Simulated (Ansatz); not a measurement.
Ansatz (an electronic-structure program) input (B3LYP/6-31G*):

Ansatz 0.2 input:
```yaml
crystal:
  periodic: [false, false, false]
  atoms:
    - {symbol: O, position_ang: [-1.70661100, 0.00559700, -0.04848600]}
    - {symbol: C, position_ang: [-0.62544800, -0.50963200, 0.24798100]}
    - {symbol: C, position_ang: [0.73169600, 0.18445800, -0.07626000]}
    - {symbol: O, position_ang: [1.85185900, 0.12879400, -0.01743300]}
    - {symbol: H, position_ang: [-1.79947900, 0.87591000, -0.50297700]}
basis:
  gaussian:
    orbitals: 6-31G*
hamiltonian:
  xc: {name: B3LYP}
total_charge: 1
relax: {f_tol: 0.003, max_steps: 120}
```

From the output:

```
integrals: 0.02 GiB planned
627 factors; integrals over basis functions are off by at most 4.0e-4 eV
mean field: 0.15 GiB planned
mean field -6171.68145547 eV, -226.8051101724 hartree, gradient 2.7e-5 eV, S^2 0.000000; 0 other end points of the search recorded, 0 dependent functions left out
the calculation of the forces begins
reference -6171.68158557 eV, -226.8051149536 hartree; 14, 14 occupied and 48, 48 virtual orbitals, 627 factors
relax step   4: F+E_penalty+E_count = -6171.68145547 eV  Δ(F+E_penalty+E_count) = -6.069e-4 eV  max|allowed force component| = 1.109e-1 eV/Å  Δτ_max = 0.0065 Å  (29 SCF iters, accepted)
these checks for a lower state are left out or cut short: starts, cluster_reference, orbital_swaps, neighbouring_geometries, increment
integrals: 0.02 GiB planned
627 factors; integrals over basis functions are off by at most 4.0e-4 eV
mean field: 0.15 GiB planned
mean field -6171.68218537 eV, -226.8051369959 hartree, gradient 1.4e-5 eV, S^2 0.000000; 0 other end points of the search recorded, 0 dependent functions left out
the calculation of the forces begins
reference -6171.68231525 eV, -226.8051417689 hartree; 14, 14 occupied and 48, 48 virtual orbitals, 627 factors
relax step   5: F+E_penalty+E_count = -6171.68218537 eV  Δ(F+E_penalty+E_count) = -7.299e-4 eV  max|allowed force component| = 1.141e-1 eV/Å  Δτ_max = 0.0097 Å  (29 SCF iters, accepted)
these checks for a lower state are left out or cut short: starts, cluster_reference, orbital_swaps, neighbouring_geometries, increment
integrals: 0.02 GiB planned
627 factors; integrals over basis functions are off by at most 4.0e-4 eV
mean field: 0.15 GiB planned
mean field -6171.68263550 eV, -226.8051535380 hartree, gradient 1.4e-5 eV, S^2 0.000000; 0 other end points of the search recorded, 0 dependent functions left out
the calculation of the forces begins
reference -6171.68276519 eV, -226.8051583038 hartree; 14, 14 occupied and 48, 48 virtual orbitals, 627 factors
relax step   6: F+E_penalty+E_count = -6171.68263550 eV  Δ(F+E_penalty+E_count) = -4.501e-4 eV  max|allowed force component| = 6.872e-2 eV/Å  Δτ_max = 0.0093 Å  (29 SCF iters, accepted)
these checks for a lower state are left out or cut short: starts, cluster_reference, orbital_swaps, neighbouring_geometries, increment
integrals: 0.02 GiB planned
627 factors; integrals over basis functions are off by at most 3.8e-4 eV
mean field: 0.15 GiB planned
mean field evaluation 64: about -6171.6726 eV, gradient 1.3e-5 eV
mean field -6171.67257198 eV, -226.8047837105 hartree, gradient 1.3e-5 eV, S^2 0.000000; 0 other end points of the search recorded, 0 dependent functions left out
the calculation of the forces begins
reference -6171.67270140 eV, -226.8047884663 hartree; 14, 14 occupied and 48, 48 virtual orbitals, 627 factors
relax step   7: F+E_penalty+E_count = -6171.67257198 eV  Δ(F+E_penalty+E_count) = +1.006e-2 eV  max|allowed force component| = 1.032e0 eV/Å  Δτ_max = 0.0199 Å  (30 SCF iters, rejected (line search))
these checks for a lower state are left out or cut short: starts, cluster_reference, orbital_swaps, neighbouring_geometries, increment
integrals: 0.02 GiB planned
627 factors; integrals over basis functions are off by at most 3.9e-4 eV
mean field: 0.15 GiB planned
mean field -6171.68273756 eV, -226.8051572885 hartree, gradient 2.2e-5 eV, S^2 0.000000; 0 other end points of the search recorded, 0 dependent functions left out
the calculation of the forces begins
reference -6171.68286715 eV, -226.8051620509 hartree; 14, 14 occupied and 48, 48 virtual orbitals, 627 factors
relax step   8: F+E_penalty+E_count = -6171.68273756 eV  Δ(F+E_penalty+E_count) = -1.021e-4 eV  max|allowed force component| = 6.906e-3 eV/Å  Δτ_max = 0.0056 Å  (29 SCF iters, accepted)
these checks for a lower state are left out or cut short: starts, cluster_reference, orbital_swaps, neighbouring_geometries, increment
integrals: 0.02 GiB planned
627 factors; integrals over basis functions are off by at most 3.9e-4 eV
mean field: 0.15 GiB planned
mean field -6171.68273820 eV, -226.8051573121 hartree, gradient 3.2e-5 eV, S^2 0.000000; 0 other end points of the search recorded, 0 dependent functions left out
the calculation of the forces begins
reference -6171.68286779 eV, -226.8051620743 hartree; 14, 14 occupied and 48, 48 virtual orbitals, 627 factors
relax step   9: F+E_penalty+E_count = -6171.68273820 eV  Δ(F+E_penalty+E_count) = -6.419e-7 eV  max|allowed force component| = 1.018e-2 eV/Å  Δτ_max = 0.0007 Å  (21 SCF iters, accepted)
these checks for a lower state are left out or cut short: starts, cluster_reference, orbital_swaps, neighbouring_geometries, increment
integrals: 0.02 GiB planned
627 factors; integrals over basis functions are off by at most 3.9e-4 eV
mean field: 0.15 GiB planned
mean field -6171.68273884 eV, -226.8051573356 hartree, gradient 1.1e-5 eV, S^2 0.000000; 0 other end points of the search recorded, 0 dependent functions left out
the calculation of the forces begins
reference -6171.68286842 eV, -226.8051620976 hartree; 14, 14 occupied and 48, 48 virtual orbitals, 627 factors
relax step  10: F+E_penalty+E_count = -6171.68273884 eV  Δ(F+E_penalty+E_count) = -6.394e-7 eV  max|allowed force component| = 8.659e-4 eV/Å  Δτ_max = 0.0002 Å  (21 SCF iters, accepted)
integrals: 0.02 GiB planned
627 factors; integrals over basis functions are off by at most 3.9e-4 eV
mean field: 0.15 GiB planned
mean field evaluation 96: about -6171.6827 eV, gradient 5.0e-4 eV
mean field -6171.68273884 eV, -226.8051573356 hartree, gradient 1.1e-5 eV, S^2 0.000000; 1 other end points of the search recorded, 0 dependent functions left out
the calculation of the forces begins
reference -6171.68286842 eV, -226.8051620976 hartree; 14, 14 occupied and 48, 48 virtual orbitals, 627 factors
Total energy: -6171.68286842 eV, -226.8051620976 hartree
Atom 0 at    -1.715650     0.006091    -0.048984 Å, force     0.000290    -0.000866     0.000457 eV/Å
Atom 1 at    -0.641302    -0.527774     0.256980 Å, force    -0.000470     0.000374    -0.000207 eV/Å
Atom 2 at     0.749517     0.209863    -0.088978 Å, force     0.000237    -0.000111     0.000064 eV/Å
Atom 3 at     1.876556     0.116745    -0.010516 Å, force    -0.000122     0.000075    -0.000042 eV/Å
Atom 4 at    -1.817104     0.880202    -0.505677 Å, force     0.000065     0.000528    -0.000273 eV/Å
Dipole moment:    -0.450895     0.464994    -0.253544 e Å
```

The dipole moment of an ion depends on the origin.

The geometry given is a B3LYP-D3(BJ)/def2-TZVP minimum.
